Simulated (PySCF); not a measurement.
NbO3, SMILES [O]=[Nb]1[O][O]1 (connectivity only; charge and spin as stated), neutral, multiplicity 2.

Geometry: PBE0-D3(BJ)/def2-TZVP. The spin state was assumed, not searched. The def2 effective core potentials stand for the cores of Nb; spin–orbit coupling is left out.

Computed with PySCF with PBE/def2-TZVPD.

Gas-phase values at a fixed geometry.

Computed frontier levels, dipole moment and polarisability:
```
Item                                                                                                            Result
---------------------------------------------------------------------------------------------  -----------------------
α spin, highest occupied and lowest empty level                                                     -4.48 and -4.20 eV
β spin, highest occupied and lowest empty level                                                     -5.83 and -3.85 eV
dipole moment                                                                                                1.123 e·Å
quadrupole, principal values (traceless, Buckingham form, about the centre of nuclear charge)   -11.12, 1.68, 9.45 D·Å
mean static polarisability                                                                       68.7 bohr³ (10.18 Å³)
polarisability, principal values                                                                59.7, 66.9, 79.5 bohr³
⟨S²⟩                                                                                           0.758 (pure state 0.75)
```
